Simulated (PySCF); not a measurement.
## InN and its ions

PBE0; In def2-TZVPPD with ECP28, N def2-TZVPPD; scalar-relativistic core potentials (PySCF 2.14). Neutral (UKS): triplet (π ↑↑), Re = 2.210 Å, ωe = 447 cm⁻¹, De = 1.91 eV, HOMO -5.53 eV, LUMO -2.64 eV.

InN⁺ (UKS): quartet (σ ↑, π ↑↑), Re = 2.841 Å, ωe = 100 cm⁻¹, De = 0.13 eV to In⁺ + N. The energies at the minima are -244.72808 hartree for InN and -244.45622 for InN⁺.

Question: Work out the adiabatic ionisation energy, without and with harmonic zero-point energies (1 hartree = 27.2114 eV, 1 eV = 8065.5 cm⁻¹), and the change of the bond length.

Answer: At PBE0: 0.27186 hartree = 7.398 eV between the minima; the zero-point term (100.0 − 447.0)/2 cm⁻¹ = -0.022 eV makes it 7.376 eV. Re changes by +63.1 pm against the neutral. The electron leaves a σ orbital, and the ion is left as a loose complex of an ion and an atom.

InN⁻ (UKS): doublet (π ↑), Re = 2.035 Å, ωe = 568 cm⁻¹, De = 2.66 eV to In⁻ + N. The energies at the minima are -244.72808 hartree for InN and -244.76964 for InN⁻.

Question: Work out the adiabatic electron affinity, without and with harmonic zero-point energies (1 hartree = 27.2114 eV, 1 eV = 8065.5 cm⁻¹), and the change of the bond length.

Answer: At PBE0: 0.04156 hartree = 1.131 eV between the minima; the zero-point term (447.0 − 568.0)/2 cm⁻¹ = -0.008 eV makes it 1.123 eV. Re changes by -17.5 pm against the neutral. The electron enters a π orbital; the charge polarises the partner, so the anion is bound more strongly.

Weak bonds: InN⁺. Basis-set superposition, not corrected here, can be much of De in a small basis, most of all at correlated wavefunction levels. These are scalar-relativistic numbers at best; spin–orbit coupling would shift them, the dissociation energy most. For an ion De counts to the pair picked by the measured ionisation energies or electron affinities, which need not be the lowest pair at this level. The highest Kohn–Sham level is positive in this anion. Much of that is self-interaction error, but it also means that the finite basis helps to hold the extra electron. States were picked by a PBE0 search and need not be the measured ground states.
